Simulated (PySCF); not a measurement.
## Quadrupolar nuclei of `Fc1ncnn1-c1ccccc1` in NMR

Species: C8H6FN3.
Geometry (GFN2-xTB, Å), atoms numbered from 1 in this order:
```xyz
18
C8H6FN3 angstrom
F     -1.7852    0.8415    2.2261
C     -2.1926    0.3935    1.0577
N     -3.4359    0.2311    0.7084
C     -3.3238   -0.2598   -0.5462
N     -2.0928   -0.4004   -0.9569
N     -1.3362    0.0242    0.0747
C      0.0683    0.0108    0.0025
C      0.6583   -0.7046   -1.0342
C      2.0351   -0.7377   -1.1433
C      2.8244   -0.0653   -0.2240
C      2.2303    0.6487    0.8025
C      0.8521    0.6956    0.9228
H     -4.1729   -0.5096   -1.1466
H      0.0232   -1.2174   -1.7383
H      2.4926   -1.2920   -1.9485
H      3.9002   -0.0954   -0.3081
H      2.8403    1.1797    1.5171
H      0.4059    1.2632    1.7226
```

Computed at PBE0/pcSseg-1 (PySCF, non-relativistic):

| atom | environment | nucleus | spin I | Q (b) | CQ = χzz (MHz) | η |
| --- | --- | --- | --- | --- | --- | --- |
| N3 | pyridine-type nitrogen | 14N | 1 | 0.02044 | -4.157 | 0.121 |
| N5 | pyridine-type nitrogen | 14N | 1 | 0.02044 | -4.993 | 0.796 |
| N6 | pyrrole-type nitrogen | 14N | 1 | 0.02044 | -3.593 | 0.278 |

**Question.** Which field gradients stand behind these couplings (CQ in MHz = 234.96 × Q in b × Vzz in au)?

**Answer.** Vxx = −Vzz(1 − η)/2 and Vyy = −Vzz(1 + η)/2, in au:

```
atom  Vxx (au)  Vyy (au)  Vzz (au)  Vzz (10²¹ V/m²)
  N3     0.380     0.485    -0.866            -8.41
  N5     0.106     0.934    -1.040           -10.10
  N6     0.270     0.478    -0.748            -7.27
```

**Question.** At 7.05 T, set νQ = 3|CQ|/[2I(2I − 1)] beside the Larmor frequency (|g| × 7.62259 MHz/T × B; g(14N) = 0.40376), and give PQ = |CQ|√(1 + η²/3).

**Answer.** 
```json
{"atom": "N3", "PQ (MHz)": "4.168", "νQ (MHz)": "6.236", "ν0 (MHz)": "21.70", "νQ/ν0": "0.287"}
{"atom": "N5", "PQ (MHz)": "5.495", "νQ (MHz)": "7.490", "ν0 (MHz)": "21.70", "νQ/ν0": "0.345"}
{"atom": "N6", "PQ (MHz)": "3.639", "νQ (MHz)": "5.389", "ν0 (MHz)": "21.70", "νQ/ν0": "0.248"}
```

For N3: PQ = 4.157 × 1.0024, νQ = 4.157 × 1.5000, ν0 = 3.0777 MHz/T × 7.05 T.

For N5 νQ isn't small against ν0, so the high-field expansions of solid-state NMR fail there at this field.

**Question.** In the extreme-narrowing limit, with isotropic tumbling and one correlation time, the quadrupolar linewidth goes as PQ². What relative widths follow for the 14N sites?

**Answer.** N5 1, N3 0.58, N6 0.44, with N5 as 1.

Solvent, lattice and vibrations would change these gradients. Isolated species at its GFN2-xTB geometry (one conformer only). GFN2-xTB bond lengths can be off by several hundredths of an ångström, more for odd bonds, and the gradients follow them. With so small a basis the couplings can be 20 % off.

The run behind these numbers computed NMR shieldings as well. Cost: about 2.3 min of CPU time on one thread; the machine was shared, so the figure is rough.
